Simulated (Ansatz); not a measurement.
Start from `O[SiH](O)[SiH](O)F` and change one atom or group to get `O[SiH](F)[Si](O)(O)O`.

Ansatz, PBE0-D4/def2-TZVP geometries, multiplicity 1. Each molecule was computed in one conformer, which needn't be the lowest.

```tsv
property	`O[SiH](O)[SiH](O)F`
HOMO energy (B3LYP/def2-TZVPP) / eV	-7.68
LUMO energy (ωB97M-V/def2-TZVPP) / eV	1.17
HOMO energy (PBE0/def2-TZVPP) / eV	-7.85
size of the dipole moment (ωB97M-V/def2-TZVPP) / D	2.83
HOMO–LUMO gap (ωB97M-V/def2-TZVPP) / eV	11.11
LUMO energy (PBE/def2-TZVPP) / eV	-1.32
```

Q: Give the same properties after the change, and the shifts. (An estimate is asked.)

A: Ansatz gave: 
| property | `O[SiH](F)[Si](O)(O)O` | shift |
| --- | --- | --- |
| HOMO energy (B3LYP/def2-TZVPP) / eV | -7.80 | -0.12 |
| LUMO energy (ωB97M-V/def2-TZVPP) / eV | 1.54 | 0.37 |
| HOMO energy (PBE0/def2-TZVPP) / eV | -7.98 | -0.13 |
| size of the dipole moment (ωB97M-V/def2-TZVPP) / D | 1.45 | -1.38 |
| HOMO–LUMO gap (ωB97M-V/def2-TZVPP) / eV | 11.63 | 0.52 |
| LUMO energy (PBE/def2-TZVPP) / eV | -0.96 | 0.36 |

With PBE0 the HOMO falls by 0.13 eV and the LUMO rises by 0.38 eV, so the gap widens by about 0.51 eV. PBE moves the HOMO by -0.09 eV and ωB97M-V by -0.15 eV. Dipoles are sizes alone; their direction can turn.

Positive LUMOs are unbound, so they and the gaps depend on the basis.

B3LYP here is the variant with VWN-RPA as its local correlation; programs differ in this.
